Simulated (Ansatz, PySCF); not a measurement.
C2H9AlOSi, charge -1, doublet, at a GFN2-xTB geometry (such geometries of metal compounds can be far from the true shape) (a state made from the parent by changing its charge; the spin is typed, not shown lowest) (in this run its highest filled SCF level lies above zero, so its values depend strongly on the basis, on diffuse functions most of all). Base run: REVPBE/STO-3G in PySCF.

Here is a job for PySCF.
```python
from pyscf import gto, scf, dft

mol = gto.M(
    atom='''
Al   -0.34881118    1.10957421    0.02588643
C     1.57507863    1.93532482    0.01894674
H     2.31333395    1.44510279    0.66935395
H     1.54088226    2.98474538    0.34283830
H     2.02336401    1.94741159   -0.98453090
C    -0.91295206    1.10326809    2.04201371
H    -1.89113415    0.62875202    2.20329754
H    -1.01592447    2.13232368    2.41326227
H    -0.22115536    0.60292991    2.73447405
O    -0.22542362   -0.59625247   -0.52258112
Si   -0.03155260   -2.12172623   -0.90871916
H    -0.90794084   -3.00433504   -0.11069328
H     1.35467161   -2.59695235   -0.73488805
H    -0.38918583   -2.32181328   -2.33268279
''',
    basis='sto-3g',
    charge=-1,
    spin=1,
    verbose=4,
)

mf = dft.UKS(mol)
mf.xc = 'revpbe'
mf.kernel()
```

The same geometry, method and basis name were run in Ansatz (a program for electronic structure) and PySCF, at each program's defaults and at the settings that a row names. The base is PySCF at its defaults. Differences at the defaults can come from grids, fitting, cores and function types together.

| code and settings | ΔE vs base (µEh) | basis functions | E (Eh) | SCF cycles |
|---|---|---|---|---|
| PySCF, defaults (exact integrals, its default grid, spherical functions) | 0.0 | 42 | -680.22539 | 10 |
| Ansatz, defaults (factorised integrals, its default grid, spherical functions) | 2.5 | 42 | -680.22539 | - |
| PySCF, density fitting with def2-universal-jkfit | -2559 | 42 | -680.22795 | 10 |
| PySCF, fine grid | 4.4 | 42 | -680.22538 | 10 |
| Ansatz, high accuracy | 5.3 | 42 | -680.22538 | - |

Open shells are given as the SCF converged; they aren't shown to be the lowest states, and a large step between rows can be another state.
